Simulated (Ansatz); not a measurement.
Cartesian coordinates in Å:
```
C 1.671 -0.754 1.618
C 1.801 -0.135 0.233
C 2.897 0.929 0.196
P 0.251 0.503 -0.601
C -0.742 1.233 0.800
C 0.019 2.397 1.426
C -2.092 1.737 0.303
C -0.701 -1.068 -1.079
C -1.653 -0.660 -2.208
C 0.281 -2.082 -1.661
C -1.496 -1.735 0.038
H 1.301 -0.037 2.354
H 0.997 -1.612 1.626
H 2.648 -1.101 1.969
H 2.127 -0.921 -0.455
H 2.692 1.762 0.871
H 3.854 0.492 0.499
H 3.012 1.341 -0.808
H -0.909 0.469 1.568
H 0.924 2.080 1.943
H -0.616 2.905 2.159
H 0.304 3.132 0.668
H -2.750 0.935 -0.030
H -1.965 2.434 -0.530
H -2.609 2.270 1.108
H -2.213 -1.536 -2.553
H -1.098 -0.252 -3.056
H -2.376 0.094 -1.896
H -0.277 -2.877 -2.167
H 0.945 -1.625 -2.402
H 0.896 -2.553 -0.892
H -0.857 -2.068 0.858
H -2.008 -2.620 -0.357
H -2.261 -1.079 0.456
```

Charge 0, multiplicity 1.

Q: List the CAM-B3LYP/def2-TZVPP orbital energies in eV (Ansatz 0.2.0). (An estimate is asked.)

A: Ansatz gave: Occupied: -2098.07, -279.09, -278.84, -278.81, -278.48, -278.47, -278.44, -278.44, -278.43, -278.34, -278.32, -179.33, -129.31, -129.31, -129.18, -24.68, -23.90, -23.53, -20.97, -20.89, -20.77, -20.71, -19.54, -17.84, -17.21, -15.82, -14.83, -14.64, -14.25, -14.00, -13.65, -13.25, -12.89, -12.71, -12.56, -12.46, -12.35, -12.27, -12.08, -11.75, -11.32, -11.13, -10.95, -10.90, -10.76, -10.56, -9.32, -9.27, -7.29. Lowest empty: 1.76, 2.08, 2.32, 2.77, 2.82, 2.91, 3.19, 3.33.
